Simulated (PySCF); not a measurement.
Compound: C3H7NSi2.
SMILES with atom numbers: `[H]/[N:1]=[CH:2]\[SiH2:3][C:4]#[C:5][SiH3:6]` (hydrogens: H7 on N1; H8 on C2; H9, H10 on Si3; H11, H12, H13 on Si6)

The same species was optimised twice, with GFN2-xTB and with PBE0-D3(BJ)/def2-SVP (PySCF), and the same property calculations (PySCF, gas phase) were run on both structures.

```
      coordinate  GFN2-xTB  PBE0-D3(BJ)/def2-SVP  change
       C4≡C5 (Å)     1.212                 1.225  +0.013
       N1=C2 (Å)     1.258                 1.271  +0.013
      Si3–C4 (Å)     1.848                 1.835  -0.013
      C5–Si6 (Å)     1.851                 1.839  -0.012
      C2–Si3 (Å)     1.911                 1.903  -0.008
   N1–C2–Si3 (°)     128.7                 125.8    -2.9
   C2–Si3–C4 (°)     105.3                 105.6    +0.3
   Si3–C4–C5 (°)     176.2                 175.9    -0.3
   C4–C5–Si6 (°)     179.5                 179.6    +0.1
N1–C2–Si3–C4 (°)         0                    -2      -2
```

Rotational constants: A = 4722, B = 889.6, C = 762.0 MHz (GFN2-xTB) against A = 4770, B = 897.8, C = 769.4 MHz (PBE0-D3(BJ)/def2-SVP). Atoms that the bonding makes alike are paired by their places after alignment.

On the GFN2-xTB structure: lowest singlet, TDDFT (eV) 4.27 [B3LYP/def2-SVPD]; isotropic polarisability (au) 98.3 [B3LYP/def2-SVPD]; HOMO (eV) -6.94 [B3LYP/def2-SVPD]; LUMO (eV) -1.21 [B3LYP/def2-SVPD]; dipole (D) 1.94 [B3LYP/def2-SVPD].

Task: What do these properties become on the PBE0-D3(BJ)/def2-SVP structure?

Result: 
| property | level | on GFN2-xTB | on PBE0-D3(BJ)/def2-SVP | change |
| --- | --- | --- | --- | --- |
| lowest singlet, TDDFT (eV) | B3LYP/def2-SVPD | 4.27 | 4.33 | +0.06 |
| isotropic polarisability (au) | B3LYP/def2-SVPD | 98.3 | 100.1 | +1.8 |
| HOMO (eV) | B3LYP/def2-SVPD | -6.94 | -7.17 | -0.23 |
| LUMO (eV) | B3LYP/def2-SVPD | -1.21 | -1.40 | -0.19 |
| dipole (D) | B3LYP/def2-SVPD | 1.94 | 1.83 | -0.11 |
| energy, GFN2-xTB geometry as zero (kcal/mol) | B3LYP/def2-SVPD | 0.0 | -1.5 | -1.5 |

The heavy atoms differ by 0.028 Å rms after alignment. Among bonds between heavy atoms N1=C2, Si3–C4, C4≡C5 and C5–Si6 change most and about equally (-0.013 to +0.013 Å). Changes are differences of the printed values. Neither structure is proved a minimum here.

The values belong to the conformer `[H]/[N:1]=[CH:2]\[SiH2:3][C:4]#[C:5][SiH3:6]`: N1–C2–Si3–C4 -2°.
